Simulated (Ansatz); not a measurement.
Ligand exchange: C2H6OSn + Si2H6O4 → CH4O2Sn + CH8O3Si2

Species: C2H6OSn `C[O][Sn][CH3]`, singlet; Si2H6O4 `O[SiH2]O[SiH](O)O`, singlet; CH4O2Sn `C[O][Sn][OH]`, singlet; CH8O3Si2 `C[SiH](O)O[SiH2]O`, singlet. The partners trade CH3 for OH: Sn–CH3 and Si–OH bonds give way to Sn–OH and Si–CH3.

Shapes, held fixed at every level: PBE0-D4/def2-TZVP. Flexible molecules stand in one conformer, not always the lowest. Programs: Ansatz 0.2.0. Electronic energies: no zero-point or thermal term.

Estimate ΔE of this reaction.

The highest level, CCSD(T)/def2-TZVPP, gives ΔE = +13.8 kJ/mol; the levels span +3.7 to +15.8. The column of differences is taken from that level and isn't an error. No measured value is set beside it here. For atoms past krypton def2 sets carry core potentials with scalar relativity. Correlated rows may include outer-core shells of Sn, which these sets cover unevenly.

```
               level                    kind  ΔE (kJ/mol)  less CCSD(T)/def2-TZVPP
r2SCAN-D4/def2-TZVPP                meta-GGA         +4.1                     -9.7
 B3LYP-D4/def2-TZVPP           global hybrid         +5.9                     -7.9
  PBE0-D4/def2-TZVPP           global hybrid         +6.8                     -7.0
  wB97M-V/def2-TZVPP  range-separated hybrid         +7.3                     -6.5
  wB97X-V/def2-TZVPP  range-separated hybrid         +3.7                    -10.1
     CCSD/def2-TZVPP   coupled cluster or CI        +15.8                     +2.0
  CCSD(T)/def2-TZVPP   coupled cluster or CI        +13.8                      0.0
```
